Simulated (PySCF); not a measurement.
Structure with atom numbers: `[CH3:1][SiH2:2][CH2:3][C:4](=[O:5])[NH:6][C:7]1=[CH:8][CH2:9][CH2:10]1`; H(Xn) means a hydrogen on atom n.

- NMR shieldings at PBE0/pcSseg-1/GIAO
- geometry: GFN2-xTB
- program: PySCF
- one conformer, isolated molecule, one averaged value for each set of equivalent atoms, non-relativistic

References, each an isolated molecule treated in the same way: TMS for ¹³C.

Do the ¹³C shifts follow the atomic charges (in e)? Tabulate both.

Results:


| atoms | hybridisation | δ (ppm) | σ para (ppm) | Hirshfeld | IAO | Mulliken | ESP-fitted |
| --- | --- | --- | --- | --- | --- | --- | --- |
| C4 | sp2 | 170.9 | -235 | +0.18 | +0.44 | +0.39 | +0.90 |
| C7 | sp2 | 146.6 | -208 | +0.04 | +0.10 | +0.07 | +0.45 |
| C8 | sp2 | 106.2 | -173 | -0.09 | -0.23 | -0.17 | -0.41 |
| C10 | sp3 | 34.9 | -92 | -0.07 | -0.25 | -0.12 | -0.40 |
| C9 | sp3 | 27.6 | -101 | -0.08 | -0.26 | -0.16 | +0.02 |
| C3 | sp3 | 26.4 | -97 | -0.17 | -0.59 | -0.52 | -0.76 |
| C1 | sp3 | -8.5 | -58 | -0.21 | -0.72 | -0.63 | -0.68 |

Correlation coefficients of δ with charge over these carbons: Hirshfeld +0.89, IAO +0.91, Mulliken +0.87, ESP-fitted +0.83; with the paramagnetic shielding -1.00. Among the 4 sp3 carbons alone: Hirshfeld +0.83, IAO +0.81, Mulliken +0.79, ESP-fitted +0.43. With so few points, grouped by hybridisation, these coefficients are fragile. Charge is one influence among several: hybridisation and low-lying excitations act through the paramagnetic term.

Shifts are as computed. Against solution values, carbons near 30 ppm lie about +3 ppm off and those near 130 ppm about +5 ppm. Of 1211 compounds with measured shifts, 218 miss one by over three times the rms of a fit or turn the order of signals round; such compounds aren't used in these exercises. Hydrogen bonding in solution deshields acid and N–H amide carbonyl carbons by as much as 10 ppm beyond these values.
